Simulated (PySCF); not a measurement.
O (oxygen, neutral): UHF calculation

Configuration: [He] 2s2 2p4, high-spin 3P determinant. Calculation: PySCF 2.14, in aug-cc-pVQZ with one added diffuse shell each of s, p, d, f, g type (7s6p5d4f3g, 105 functions); no relativity, point nucleus.

```json
{
 "Total energy": "-74.817632 hartree",
 "One-electron energy": "-103.2467 hartree",
 "Hartree (Coulomb) energy": "36.6458 hartree",
 "Exchange energy": "-8.2167 hartree",
 "Kinetic energy": "74.81443 hartree",
 "⟨S²⟩": "2.0094",
 "⟨L²⟩": "2.017",
 "Sum of ⟨r⟩": "7.619 bohr",
 "Sum of ⟨r²⟩": "11.22 bohr²",
 "Traceless quadrupole moment −½Σ⟨3z² − r²⟩ along its main axis": "-0.953 e·bohr²",
 "Density at the nucleus (Gaussians lack the cusp)": "306 bohr⁻³",
 "Spin density at the nucleus": "0.0584 bohr⁻³",
 "Langevin diamagnetic susceptibility": "-8.89 ×10⁻⁶ cm³/mol"
}
```

```tsv
shell	electrons	mean orbital energy (hartree)	spread (hartree)	rms radius, mean of both spins (bohr)
1s α	1	-20.70856	0	0.231
1s β	1	-20.62986	0	0.231
2s α	1	-1.41866	0	1.26
2s β	1	-1.07593	0	1.26
2p α	3	-0.67794	0.09942	1.41
2p β	1	-0.52170	0	1.41
```

Spin-orbit constants ζ (cm⁻¹) from the X2C one-electron operator on these orbitals (non-relativistic here): bare nucleus, nucleus screened by l(l+1)(2l+1)/3 electrons, and screened by the Breit-Pauli mean field of the electrons.

```
shell   bare  screened nucleus  mean field
   2p  240.1             180.1       154.2
```

To first order the Landé constant is A = -77.08 cm⁻¹, so the lowest level has J = 2 and lies 0.00956 eV below the centre of the term. This holds in LS coupling only.
